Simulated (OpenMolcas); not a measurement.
## Pd3+: ligand-field states by method

Pd3+ with its 6 nearest fluoride ions at 2.098 Å, on the Cd site of idealised cubic KCdF3 (a = 4.302 Å, distance in the model lattice 2.151 Å). The rest of the host is ab initio model potentials to 7.6 Å, with orthogonalisation functions on the cations behind the ligands, and point charges beyond; the distance is set by hand and nothing relaxes, and no local charge compensation is placed. Ligand basis ANO-RCC-VDZP.
```
Pd    0.0000    0.0000    0.0000
F     2.0980    0.0000    0.0000
F     0.0000    2.0980    0.0000
F    -2.0980    0.0000    0.0000
F     0.0000   -2.0980    0.0000
F     0.0000    0.0000    2.0980
F     0.0000    0.0000   -2.0980
```

```json
{
 "Program": "OpenMolcas",
 "Basis": "ANO-RCC-VTZP [7s6p4d2f1g]",
 "Scalar Hamiltonian": "DKH2, point nucleus",
 "Active space": "7 electrons in 5 orbitals (4d)",
 "State averaging": "2S+1 = 4 even, 10 roots; 2S+1 = 2 even, 40 roots",
 "Spin-orbit coupling": "state interaction with AMFI integrals over the reference wave functions"
}
```

I. CASSCF
II. SS-CASPT2, IPEA 0.25 Eh, imaginary shift 0.1 Eh (closed shells correlated: 4s 4p and the ligand valence shells)

Spin-free states (labels of O, the rotations of Oh) in cm-1, each column counted from its own energy of the first state listed:

```json
{"State": "4T1", "Degeneracy": "3", "I": "0", "II": "0"}
{"State": "2E", "Degeneracy": "2", "I": "466", "II": "-8150"}
{"State": "2T1", "Degeneracy": "3", "I": "14035", "II": "8040"}
{"State": "4T2", "Degeneracy": "3", "I": "14282", "II": "19220"}
{"State": "2T2", "Degeneracy": "3", "I": "14553", "II": "9360"}
{"State": "2T1", "Degeneracy": "3", "I": "19019", "II": "10800"}
{"State": "4T1", "Degeneracy": "3", "I": "25605", "II": "26760"}
{"State": "2T2", "Degeneracy": "3", "I": "27409", "II": "21520"}
{"State": "2A1", "Degeneracy": "1", "I": "28318", "II": "25420"}
{"State": "4A2", "Degeneracy": "1", "I": "30200", "II": "39830"}
{"State": "2T1", "Degeneracy": "3", "I": "31323", "II": "29420"}
{"State": "2E", "Degeneracy": "2", "I": "33341", "II": "29680"}
{"State": "2T2", "Degeneracy": "3", "I": "35940", "II": "28270"}
{"State": "2T1", "Degeneracy": "3", "I": "37949", "II": "33390"}
{"State": "2T2", "Degeneracy": "3", "I": "39275", "II": "32880"}
{"State": "2E", "Degeneracy": "2", "I": "44741", "II": "46140"}
{"State": "2A2", "Degeneracy": "1", "I": "44955", "II": "36700"}
{"State": "2T1", "Degeneracy": "3", "I": "50234", "II": "50720"}
{"State": "2E", "Degeneracy": "2", "I": "63122", "II": "53840"}
{"State": "2T2", "Degeneracy": "3", "I": "66885", "II": "61270"}
```

II puts a state of multiplicity 2 lowest, 8200 cm-1 below that state.

From I to II, I's first state of the same spin (4T2) moves from 14282 to 19220 cm-1, by about +4900 cm-1.

From I to II, I's first state of another spin (2E) moves from 466 to -8150 cm-1, by about -8600 cm-1.

I: A least-squares ligand-field fit to the states below 45000 cm-1, each weighted by its degeneracy and with a free common offset, gives 10Dq = 16158 cm-1, B = 827 cm-1 and C = 3412 cm-1 (C/B = 4.13), with an rms deviation of 287 cm-1. The same method and metal basis give the free ion B = 997 cm-1 (fit to its terms below 60000 cm-1, rms deviation 13 cm-1), so the nephelauxetic ratio is β = 827 / 997 = 0.83; it hangs on how both fits weigh the states, and computed free-ion B values tend to be too large, so β mixes covalency with correlation.

χT at 300 K: I 2.30, II 0.52 cm3 K/mol.

Roots that are degenerate in the reference are averaged as groups; the widest CASPT2 spread within a group is 91 cm-1 (the 3-fold group of multiplicity 2 near 19000 cm-1 above the lowest state of its run, II). Shifts and gaps below about the spread of the groups concerned are not significant. Over all roots computed the reference weight is 0.69 to 0.72 in II; a low but even weight reflects the number of correlated electrons. The least metal-like active orbital is 82 % on the metal (Löwdin) and no ligand orbital is active, so the numbers are rough. Ligand-to-metal charge-transfer states are missing. With no ligand orbital active B as a rule stays too high, so bands that hang on it stand too high and its fall with covalency is understated. An orbital triplet at a regular site is open to Jahn-Teller coupling, which can distort the site and quench the lowest spin-orbit gaps and is left out (holds for I). Without dynamic correlation the repulsion within the d shell is too large (B by tens of per cent), so at a given field states of lower spin stand too high (holds for I). This shell can be high or low spin here, a state of another spin lies low, and with metal d orbitals alone active their balance is uncertain, so the ground spin may be wrong (holds for I). With metal d orbitals alone the field can be off either way by tens of per cent (holds for I). An orbital doublet at a regular site is open to a Jahn-Teller distortion, which this geometry leaves out (holds for II). This shell can be high or low spin here, a state of another spin lies low, and with metal d orbitals alone active their balance is uncertain, so the ground spin may be wrong, although the usual error favours high spin (holds for II). These CASPT2 states fit no ligand-field parameters well, so their order and spin gaps are uncertain (holds for II). With one d shell and no ligand orbital active, 10Dq can be off by a tenth or more (holds for II). No measured value stands beside these numbers; the geometry was set by hand and not optimised.
